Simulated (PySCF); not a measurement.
# Relaxation of quartet [B4]+

Method: UPBE0 in PySCF with B def2-TZVP; no relativity; density-fitted integrals. A (50,194) grid was used.

A hand-made square start, of D4h symmetry, held to at least that symmetry:

```xyz
4
charge 1 multiplicity 4, angstrom
B     0.8500    0.8500    0.0000
B    -0.8500    0.8500    0.0000
B    -0.8500   -0.8500    0.0000
B     0.8500   -0.8500    0.0000
```

(1) What does it relax to?

(2) How much energy is released, and in how many steps?

Results:

(1) It ends at D4h with B–B 1.664 Å (×4); B–B–B 90.0° (×4). A frequency run shows a minimum. Other isomers or separated fragments may lie lower.

(2) 4.5 kJ/mol in 3 steps.

At this level a doublet minimum of D2h symmetry lies 145 kJ/mol below this structure.

The relaxation took 4.3 s on 4 threads of a shared Intel Xeon Platinum 8488C (Sapphire Rapids) host, with 124 basis functions and 4 gradients; the process peaked at 0.71 GiB. Launch command: `OMP_NUM_THREADS=4 python axn.py task.json out`.
